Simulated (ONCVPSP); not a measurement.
**What one change does to a pseudopotential (palladium, ONCV)**

* Element: palladium (Pd)
* Generator: ONCVPSP 4.0.1
* Type: optimised norm-conserving Vanderbilt (ONCV)
* Functional: LDA (Perdew-Wang 92)
* Relativity: scalar-relativistic
* Frozen core: [Ar] 3d10
* Valence charge: 18
* Reference configuration: 4s2 4p6 4d7 (charge +3)
* Partial waves: 4s: rc 1.60 bohr, ncon 3, nbas 7, qcut 6.6 1/bohr, 3 projectors, debl 2.6 Ha; 4p: rc 1.15 bohr, ncon 4, nbas 7, qcut 7 1/bohr, 2 projectors, debl 0.5 Ha; 4d: rc 1.75 bohr, ncon 4, nbas 8, qcut 8 1/bohr, 2 projectors, debl 2.2 Ha
* Local potential: polynomial inside 0.95 bohr (lpopt 5, dvloc0 6 Ha)
* Core correction: Teter function, fcfact 4.25, rcfact 1.8

In the s channel the program set the typed energies aside and used -4.634, 0.050, 2.650 Ha. In the p channel the program set the typed energies aside and used -3.364, 0.250 Ha.

All-electron outer shells of the reference configuration (LDA (PZ), scalar-relativistic, ld1.x):

```json
{"shell": "4s", "level (eV)": "-126.09", "outermost node (bohr)": "0.45", "outermost maximum (bohr)": "0.85"}
{"shell": "4p", "level (eV)": "-91.54", "outermost node (bohr)": "0.46", "outermost maximum (bohr)": "0.90"}
{"shell": "4d", "level (eV)": "-41.86", "outermost node (bohr)": "0.45", "outermost maximum (bohr)": "1.06"}
```

Change: all radii but the core radius scaled by about 1.25 (s 2.00, p 1.44, d 2.18 bohr); local potential polynomial inside 1.18 bohr (lpopt 5, dvloc0 6 Ha).

Cutoffs: the cutoffs (Ha) at which the residual kinetic energy of the hardest occupied pseudo-wave falls to 1 and 0.1 mHa per electron; they do not see the model core or the augmentation charge, which bear on the density cutoff. Errors are all-electron minus pseudo energies relative to the spin-unpolarised reference configuration.

Q: What does the change do?

A: The potential gets softer (92 Ha and 114 Ha → 22 Ha and 25 Ha); of the 3 tests that both files solve, the error grows in 3 and shrinks in 0 by more than 15 % and 0.3 meV (median size 8.7 → 51.2 meV); neither file shows a bound ghost. A larger radius leaves more room for a smooth pseudo-wave, so fewer plane waves are needed. More of the atom is replaced by a form fitted at one configuration, so other configurations suffer.

```tsv
quantity	base	changed
cutoff, loose	92 Ha	22 Ha
cutoff, tight	114 Ha	25 Ha
loose cutoff by channel	s 15 Ha, p 92 Ha, d 25 Ha	s 9.1 Ha, p 17 Ha, d 22 Ha
bound ghosts	none	none
GHOST(+) flags under 300 eV	none	none
tests with a reliable result	3 of 4	3 of 4
error for 4s2 4p6 4d9, meV [ΔE -55.68 eV]	+10	+69
error for 4s2 4p6 4d8, meV [ΔE -34.60 eV]	+6.6	+28
error for 4s2 4p6 4d9 5s1, meV [ΔE -63.63 eV]	+8.7	+51
rms error of d²Exc/dni dnj with the model core, mHa	4.95	5.16
```
